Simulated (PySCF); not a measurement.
C5H4FN.
Atom-mapped SMILES: `[CH2:1]=[CH:2]/[CH:3]=[C:4](\[F:5])[C:6]#[N:7]` (hydrogens: H8, H9 on C1; H10 on C2; H11 on C3)

Computed by this run: PBE0-D3(BJ)/def2-SVP geometry optimisation, gas phase in PySCF 2.14.0; density fitting, grid level 1; the optimiser is geomeTRIC in internal coordinates, started from a GFN2-xTB structure.

Step 0: E = -9437.4414 eV
```
atom  x, y, z in Å  |  force x, y, z in eV/Å
C1     -1.5497    0.1981   -1.4160   -0.039   0.001  -0.040
C2     -0.9104   -0.3619   -0.3908    0.229  -0.010   0.218
C3      0.2535    0.2247    0.2173   -0.061  -0.313   0.192
C4      0.9158   -0.3208    1.2528   -0.626  -0.716  -0.016
F5      0.5205   -1.4870    1.8048    0.250   0.649  -0.270
C6      2.0586    0.2664    1.8400   -0.930  -0.596  -0.387
N7      2.9851    0.7578    2.3032    1.407   0.740   0.716
H8     -1.2210    1.1304   -1.8449    0.217   0.541  -0.227
H9     -2.4190   -0.2565   -1.8572   -0.499  -0.296  -0.227
H10    -1.2534   -1.2981    0.0284   -0.175  -0.391   0.143
H11     0.6227    1.1606   -0.1774    0.228   0.392  -0.101
```

Step 1: E = -9437.4646 eV
```
atom  x, y, z in Å  |  force x, y, z in eV/Å
C1     -1.5821    0.2115   -1.4017   -0.039   0.029  -0.062
C2     -0.8754   -0.3975   -0.4385   -0.062  -0.046   0.037
C3      0.2931    0.1902    0.1731    0.047   0.111   0.003
C4      0.9102   -0.3163    1.2558   -0.070   0.217   0.118
F5      0.4313   -1.3711    1.9048    0.044  -0.252  -0.058
C6      2.0702    0.2635    1.8550   -0.010   0.058  -0.003
N7      3.0033    0.7525    2.3395    0.017  -0.031  -0.004
H8     -1.3119    1.2095   -1.7628    0.021  -0.048  -0.026
H9     -2.4607   -0.2607   -1.8485    0.021   0.014   0.022
H10    -1.1765   -1.3861   -0.0773   -0.017   0.039   0.007
H11     0.7011    1.1183   -0.2394    0.046  -0.091  -0.035
```

Step 2: E = -9437.4775 eV
```
atom  x, y, z in Å  |  force x, y, z in eV/Å
C1     -1.5810    0.2038   -1.4137    0.051   0.013  -0.026
C2     -0.8962   -0.3670   -0.4111    0.008  -0.053  -0.036
C3      0.2783    0.2205    0.1944   -0.070   0.003   0.005
C4      0.9004   -0.3041    1.2663    0.222  -0.119  -0.186
F5      0.5084   -1.4532    1.8108   -0.076   0.049   0.097
C6      2.0611    0.2694    1.8711   -0.046   0.027   0.021
N7      2.9983    0.7476    2.3585    0.002  -0.009   0.004
H8     -1.2760    1.1632   -1.8425    0.001   0.010   0.013
H9     -2.4681   -0.2721   -1.8369    0.004  -0.005  -0.001
H10    -1.2224   -1.3310   -0.0096   -0.030   0.027   0.036
H11     0.6997    1.1367   -0.2273   -0.065   0.058   0.073
```

Problem. Estimate the geometry and energy of step 3. (The exact step hangs on the optimiser's Hessian estimate; all steps are aligned on step 2, rigid shifts and turns removed.)

Solution. E = -9437.4835 eV, largest force 0.070 eV/Å
```
atom  x, y, z in Å  |  force x, y, z in eV/Å
C1     -1.5703    0.2093   -1.4156   -0.015  -0.045  -0.029
C2     -0.9090   -0.3801   -0.4081    0.058   0.036   0.004
C3      0.2651    0.2037    0.2016    0.014  -0.034   0.025
C4      0.9129   -0.3200    1.2589    0.036  -0.043  -0.042
F5      0.5254   -1.4572    1.8326   -0.031   0.019  -0.004
C6      2.0649    0.2767    1.8573   -0.011   0.012  -0.005
N7      2.9960    0.7718    2.3396    0.002  -0.010   0.004
H8     -1.2421    1.1662   -1.8325   -0.001   0.007   0.011
H9     -2.4594   -0.2484   -1.8541   -0.002  -0.001  -0.011
H10    -1.2507   -1.3401   -0.0100   -0.021   0.022   0.020
H11     0.6697    1.1320   -0.2095   -0.027   0.037   0.027
```

The energy changes by -0.0060 eV. The first-order estimate −F·Δx gives -0.0118 eV and the mean of the old and new forces, exact on a quadratic surface, -0.0066 eV. The step makes an angle of 70° with the force vector and moves no atom by more than 0.035 Å.

What follows is the cost of the whole optimisation. Time: 50 s wall; peak memory 0.53 GiB. Hardware: one thread, Arm Neoverse N1 (aarch64), shared host with 64 logical CPUs at a one-minute load of 52.
